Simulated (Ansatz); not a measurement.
Computed with Ansatz (an electronic-structure program) with frozen-core CCSD(T)/def2-TZVPP // B3LYP-D3(BJ)/def2-TZVP.

Ansatz 0.2 input:
```yaml
crystal:
  periodic: [false, false, false]
  atoms:
    - { symbol: C, position_ang: [1.852666, 0.320489, -0.0177] }
    - { symbol: C, position_ang: [0.617875, -0.03457, 0.195745] }
    - { symbol: C, position_ang: [-0.624039, -0.359374, 0.442972] }
    - { symbol: N, position_ang: [-1.762522, 0.124344, -0.226079] }
    - { symbol: H, position_ang: [2.279814, 1.210414, 0.437418] }
    - { symbol: H, position_ang: [2.512342, -0.257808, -0.659197] }
    - { symbol: H, position_ang: [-0.843758, -1.014475, 1.279969] }
    - { symbol: H, position_ang: [-1.551817, 0.585465, -1.099583] }
    - { symbol: H, position_ang: [-2.480562, -0.574483, -0.353544] }
basis:
  gaussian: { orbitals: def2-TZVPP }
correlation:
  method: ccsd_t
```

Output:

```
Functional definition: HF
1154 factors; integrals over basis functions are off by at most 9.0e-4 eV
mean field evaluation 1: about -4649.0804 eV, gradient 3.3e1 eV
mean field evaluation 2: about -4649.0864 eV, gradient 3.3e1 eV
mean field evaluation 4: about -4652.0060 eV, gradient 3.5e0 eV
mean field evaluation 8: about -4652.0478 eV, gradient 3.6e-4 eV
mean field evaluation 16: about -4652.0430 eV, gradient 2.4e-1 eV
mean field -4652.04778419 eV, -170.9596027977 hartree, gradient 3.3e-6 eV, S^2 0.000000; 0 other end points of the search recorded, 0 dependent functions left out
4 core orbitals not correlated
reference -4652.04778419 eV, -170.9596027977 hartree; 11, 11 occupied and 179, 179 virtual orbitals, 1154 factors
second order -18.64528686 eV of doubles, -0.00000000 eV of singles
cycle   1  -18.84568238 eV  change   -2.0e-1 eV  update   9.5e-2
cycle   2  -19.31829804 eV  change   -4.7e-1 eV  update   3.1e-2
cycle   3  -19.43406348 eV  change   -1.2e-1 eV  update   1.6e-2
cycle   4  -19.42833288 eV  change    5.7e-3 eV  update   4.3e-3
cycle   5  -19.42881526 eV  change   -4.8e-4 eV  update   1.8e-3
cycle   6  -19.42935590 eV  change   -5.4e-4 eV  update   4.7e-4
cycle   7  -19.42920967 eV  change    1.5e-4 eV  update   2.0e-4
cycle   8  -19.42919675 eV  change    1.3e-5 eV  update   7.0e-5
cycle   9  -19.42922454 eV  change   -2.8e-5 eV  update   3.4e-5
cycle  10  -19.42921594 eV  change    8.6e-6 eV  update   1.6e-5
perturbative correction -0.90409742 eV, -0.0332249672 hartree
Total energy: -4672.38109755 eV, -171.7068382813 hartree
```

Cost: around 100 core-seconds (rough).
